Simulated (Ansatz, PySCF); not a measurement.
Breaking the Bi1–H2 bond in BiFH2 (SMILES [F][BiH2]) (multiplicity 1 held, fragments rigid). Energies count from the point at 1.806 Å.
Geometry at that point (charge 0, multiplicity 1):
```
atom    x (Å)    y (Å)    z (Å)
----  -------  -------  -------
Bi    -0.0977  -0.1152   0.1228
H     -1.5778   0.1833  -0.8682
H      0.3239  -1.5108  -0.9431
F      1.0407   1.2094  -0.9316
```

Restricted levels (R-, RO-) in cc, def2 and unpolarised 6-31G sets keep to the state of the molecule at rest. U- levels take the lowest unrestricted solution at each point, which mixes spins at long bonds. Active spaces are followed from a long bond inwards. Levels need not reach the same state.

Correlated levels freeze the cores. Filled d and f shells under p-block atoms count as core. Rows in LANL2DZ carry no dispersion term and start afresh at each structure. LANL2DZ brings its own core potentials from Na on.

Programs: Ansatz (a program for electronic structure) with Gaussian orbitals; PySCF for LANL2DZ rows.  In def2 rows elements past Kr take small-core potentials, without spin–orbit coupling.

Energies in kcal/mol.

```json
[
 {"R (Å)": "1.445", "U-HF/LANL2DZ": "24.1", "R-r2SCAN/def2-TZVPP": "29.0", "R-B3LYP/def2-TZVPP": "29.6", "U-wB97X-V/def2-TZVPP": "27.7", "FIC-MRCISD+Q on CASSCF(2,2)/def2-TZVPP": "30.1"},
 {"R (Å)": "1.625", "U-HF/LANL2DZ": "3.1", "R-r2SCAN/def2-TZVPP": "5.4", "R-B3LYP/def2-TZVPP": "5.6", "U-wB97X-V/def2-TZVPP": "4.6", "FIC-MRCISD+Q on CASSCF(2,2)/def2-TZVPP": "5.6"},
 {"R (Å)": "1.806", "U-HF/LANL2DZ": "0.0", "R-r2SCAN/def2-TZVPP": "0.0", "R-B3LYP/def2-TZVPP": "0.0", "U-wB97X-V/def2-TZVPP": "0.0", "FIC-MRCISD+Q on CASSCF(2,2)/def2-TZVPP": "0.0"},
 {"R (Å)": "1.987", "U-HF/LANL2DZ": "6.1", "R-r2SCAN/def2-TZVPP": "3.7", "R-B3LYP/def2-TZVPP": "3.5", "U-wB97X-V/def2-TZVPP": "4.7", "FIC-MRCISD+Q on CASSCF(2,2)/def2-TZVPP": "3.6"},
 {"R (Å)": "2.167", "U-HF/LANL2DZ": "16.6", "R-r2SCAN/def2-TZVPP": "11.7", "R-B3LYP/def2-TZVPP": "11.2", "U-wB97X-V/def2-TZVPP": "13.8", "FIC-MRCISD+Q on CASSCF(2,2)/def2-TZVPP": "11.4"},
 {"R (Å)": "2.438", "U-HF/LANL2DZ": "28.7", "R-r2SCAN/def2-TZVPP": "26.4", "R-B3LYP/def2-TZVPP": "25.7", "U-wB97X-V/def2-TZVPP": "30.4", "FIC-MRCISD+Q on CASSCF(2,2)/def2-TZVPP": "25.2"},
 {"R (Å)": "2.709", "U-HF/LANL2DZ": "34.5", "R-r2SCAN/def2-TZVPP": "40.8", "R-B3LYP/def2-TZVPP": "40.0", "U-wB97X-V/def2-TZVPP": "46.0", "FIC-MRCISD+Q on CASSCF(2,2)/def2-TZVPP": "37.8"},
 {"R (Å)": "3.161", "U-HF/LANL2DZ": "38.5", "R-r2SCAN/def2-TZVPP": "60.9", "R-B3LYP/def2-TZVPP": "60.1", "U-wB97X-V/def2-TZVPP": "58.1", "FIC-MRCISD+Q on CASSCF(2,2)/def2-TZVPP": "(withheld)"},
 {"R (Å)": "3.612", "U-HF/LANL2DZ": "39.7", "R-r2SCAN/def2-TZVPP": "75.2", "R-B3LYP/def2-TZVPP": "74.7", "U-wB97X-V/def2-TZVPP": "61.7", "FIC-MRCISD+Q on CASSCF(2,2)/def2-TZVPP": "(withheld)"},
 {"R (Å)": "4.154", "U-HF/LANL2DZ": "40.1", "R-r2SCAN/def2-TZVPP": "86.1", "R-B3LYP/def2-TZVPP": "86.2", "U-wB97X-V/def2-TZVPP": "62.9", "FIC-MRCISD+Q on CASSCF(2,2)/def2-TZVPP": "61.1"},
 {"R (Å)": "4.876", "U-HF/LANL2DZ": "40.3", "R-r2SCAN/def2-TZVPP": "93.8", "R-B3LYP/def2-TZVPP": "94.9", "U-wB97X-V/def2-TZVPP": "63.3", "FIC-MRCISD+Q on CASSCF(2,2)/def2-TZVPP": "(withheld)"},
 {"R (Å)": "5.779", "U-HF/LANL2DZ": "40.3", "R-r2SCAN/def2-TZVPP": "97.8", "R-B3LYP/def2-TZVPP": "100.1", "U-wB97X-V/def2-TZVPP": "63.3", "FIC-MRCISD+Q on CASSCF(2,2)/def2-TZVPP": "62.0"}
]
```

What belongs in the gaps?


- 4.876, FIC-MRCISD+Q on CASSCF(2,2)/def2-TZVPP: 61.8
- 3.161, FIC-MRCISD+Q on CASSCF(2,2)/def2-TZVPP: 52.0
- 3.612, FIC-MRCISD+Q on CASSCF(2,2)/def2-TZVPP: 58.5

Doubts at one or more of the structures used: a spin-contaminated determinant (U-HF/LANL2DZ, U-wB97X-V/def2-TZVPP); a restricted determinant that unrestricted orbitals would lower (R-r2SCAN/def2-TZVPP, R-B3LYP/def2-TZVPP).
